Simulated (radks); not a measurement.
Problem. The mean radii <r> (bohr) of the occupied orbitals of an atom or ion are listed with their occupations. All-electron calculation, Dirac Kohn-Sham, PBE, spin-unpolarised, spherical densities, point nucleus. Program: a radial shooting solver on a logarithmic mesh with Libxc functionals.

orbital  occ.      <r>
1s1/2       2  0.01773
2s1/2       2  0.07424
2p1/2       2  0.06130
2p3/2       4  0.06950
3s1/2       2   0.1933
3p1/2       2   0.1835
3p3/2       4   0.1986
3d3/2       4   0.1734
3d5/2       6   0.1781
4s1/2       2   0.4317
4p1/2       2   0.4357
4p3/2       4   0.4692
4d3/2       4   0.4824
4d5/2       6   0.4937
5s1/2       2    1.001
5p1/2       2    1.087
4f5/2       6   0.5512
4f7/2       8   0.5592
5p3/2       4    1.178
5d3/2       4    1.520

Name the element and its charge. Open shells, if any, fill j = l - 1/2 first.

Solution. Z = 76, osmium, charge +4: Os4+ in [Xe] 4f14 5d4. The 1s radius gives Z: for a bare nucleus <r> = (2 gamma + 1)/(2Z) with gamma = sqrt(1 - (Z/c)^2), 0.01753 bohr for Z = 76, and screening makes it slightly larger (0.01773 here). The occupations add up to 72, and the charge is Z minus that.
